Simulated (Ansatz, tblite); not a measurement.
Forces on the cluster SrO2 at its PBE-D4/def2-TZVP geometry. Charge 0, multiplicity 1.

In the def2 sets Sr takes a core potential; there is no spin–orbit coupling. The xTB rows come from tblite. The structure holds 1 bond(s) between oxygen atoms. The structure comes from a short search, and lower isomers may exist.

GFN1-xTB (tblite), largest force 1.02 eV/Å:

```xyz
3
positions Å, forces eV/Å
Sr    1.041    0.789   -0.137   -0.807   -0.612    0.106
O    -0.796   -0.146   -0.593    0.425    0.286   -0.001
O    -0.245   -0.643    0.730    0.382    0.325   -0.106
```

GFN2-xTB (tblite), largest force 3.52 eV/Å:

```
Sr -0.389 -0.295 0.051
O 1.470 -1.002 3.036
O -1.081 1.297 -3.087
```

r2SCAN-D4/def2-TZVP (Ansatz), largest force 0.21 eV/Å:

```
Sr -0.170 -0.129 0.022
O 0.136 0.018 0.111
O 0.034 0.110 -0.134
```
